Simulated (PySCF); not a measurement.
Si(H)(Cl)(Me)(OMe) (C₂H₇ClOSi), SMILES CO[SiH](C)Cl.

Geometry optimised at B3LYP-D3(BJ)/def2-SVP. The values are those of a single conformer.

All values below come from PBE/def2-TZVP run with PySCF.

Isolated molecule, no solvent.

- total energy = -904.99332 hartree
- highest occupied level = -6.86 eV
- lowest empty level = 0.05 eV
- orbital gap = 6.90 eV
- dipole moment = 1.29 D
- quadrupole, principal values (traceless, Buckingham form, about the centre of nuclear charge) = -5.17, -1.72, 6.89 D·Å
- mean static polarisability = 66.8 bohr³ (9.90 Å³)
- polarisability, principal values = 57.8, 69.5, 73.0 bohr³
